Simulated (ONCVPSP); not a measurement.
**Configuration tests for Sc (ONCV)**

scandium, optimised norm-conserving Vanderbilt (ONCV), made with ONCVPSP 4.0.1 (PBE, non-relativistic). Core [Ne], reference 3s2 3p6 3d1.5 4s1.5. Waves: 3s+4s: rc 1.70 bohr, ncon 3, nbas 7, qcut 7.3 1/bohr, 2 projectors; 3p: rc 1.15 bohr, ncon 4, nbas 9, qcut 6.4 1/bohr, 2 projectors, debl 2.4 Ha; 3d: rc 2.50 bohr, ncon 3, nbas 7, qcut 5.8 1/bohr, 2 projectors, debl 1.8 Ha. Local part: polynomial inside 0.90 bohr (lpopt 1, dvloc0 4 Ha). Core correction: none.

Energies are relative to the spin-unpolarised reference configuration 3s2 3p6 3d1.5 4s1.5; without spin polarisation the order of configurations can differ from experiment. Not all tests gave a result: 1 of 4 tests not solved or not reliable.

```json
{"valence configuration": "3s2 3p6 3d1 4s2", "charge": "0", "ΔE all-electron (eV)": "-0.607", "error AE − PS (meV)": "+25"}
{"valence configuration": "3s2 3p6 3d1 4s1", "charge": "+1", "ΔE all-electron (eV)": "6.246", "error AE − PS (meV)": "+18"}
{"valence configuration": "3s2 3p6 3d1 4s0", "charge": "+2", "ΔE all-electron (eV)": "18.940", "error AE − PS (meV)": "+8.7"}
```

Levels in the configuration 3s2 3p6 3d1 4s2:

| level | all-electron (eV) | pseudo (eV) |
| --- | --- | --- |
| 3s | -54.427 | -54.285 |
| 3p | -33.607 | -33.494 |
| 3d | -3.369 | -3.258 |
| 4s | -4.152 | -4.160 |
